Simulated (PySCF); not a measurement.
**SMILES Cc1c(C=O)c1=O, C5H4O2**

Molfile (atoms numbered from 1):
```
C5H4O2
     RDKit          3D

 11 11  0  0  0  0  0  0  0  0999 V2000
   -1.3957   -0.5219   -0.3573 C   0  0  0  0  0  0  0  0  0  0  0  0
   -0.2328    0.3558   -0.1697 C   0  0  0  0  0  0  0  0  0  0  0  0
    1.0940    0.4023    0.0987 C   0  0  0  0  0  0  0  0  0  0  0  0
    2.2392   -0.4911    0.3817 C   0  0  0  0  0  0  0  0  0  0  0  0
    2.1165   -1.6876    0.4303 O   0  0  0  0  0  0  0  0  0  0  0  0
    0.4126    1.6444   -0.1155 C   0  0  0  0  0  0  0  0  0  0  0  0
    0.3843    2.8400   -0.1933 O   0  0  0  0  0  0  0  0  0  0  0  0
   -1.1222   -1.5807   -0.2613 H   0  0  0  0  0  0  0  0  0  0  0  0
   -1.8422   -0.3377   -1.3470 H   0  0  0  0  0  0  0  0  0  0  0  0
   -2.1698   -0.2691    0.3846 H   0  0  0  0  0  0  0  0  0  0  0  0
    3.2203    0.0119    0.5437 H   0  0  0  0  0  0  0  0  0  0  0  0
  1  2  1  0
  2  3  2  0
  3  4  1  0
  4  5  2  0
  3  6  1  0
  6  7  2  0
  6  2  1  0
  1  8  1  0
  1  9  1  0
  1 10  1  0
  4 11  1  0
M  END
```

Level of theory: quadratic response CAM-B3LYP/def2-TZVPD first hyperpolarisability, Taylor convention, gas phase in PySCF. Geometry: PBE0-D3(BJ)/def2-SVP.

(1) Give the tensor of the static β(0;0,0) in the axes of these coordinates.

Results:

(1) In au, Taylor convention; rows are the first index (the induced dipole):
```tsv
	xx	yy	zz	xy	xz	yz
x	-164.9	-67.2	-1.7	+98.2	-42.1	+24.0
y	+98.2	+36.9	+8.1	-67.2	+24.0	-15.1
z	-42.1	-15.1	+1.9	+24.0	-1.7	+8.1
```
Norm of βᵢ = ⅓ Σⱼ (βᵢⱼⱼ + βⱼᵢⱼ + βⱼⱼᵢ): 279.7 au, hyper-Rayleigh value 116.8 au.
